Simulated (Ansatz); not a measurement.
Species: CH₂F, net charge 1, singlet state. SMILES of the parent species: [CH2]F
Geometry from a B3LYP-D3(BJ)/def2-TZVP (Ansatz, a quantum-chemistry and plane-wave program) optimisation:
```xyz
4

C     -0.5912     0.0468     0.0149
F      0.6360    -0.0504    -0.0160
H     -1.1657    -0.8863     0.0265
H     -1.0115     1.0588     0.0283
```
Charge +1, spin multiplicity 1.

Parts of the frozen-core correlation energy in STO-3G (Ansatz, hartree). Frozen orbitals: 2; correlated occupied orbitals by spin: 6 and 6; virtual: 4 and 4. No spin-orbit coupling. Non-relativistic.

```
term                            value
-------------------------  ----------
reference (HF)             -136.26903
MP2 opposite-spin            -0.07228
MP2 same-spin                     [?]
CCSD correlation                  [?]
(T)                               [?]
FCI minus CCSD(T)            -0.00046
T1 diagnostic                   0.028
largest doubles amplitude       0.131
```

Fill in the missing entries.


- MP2 same-spin, value: -0.01528
- CCSD correlation, value: -0.10846
- (T), value: -0.00571
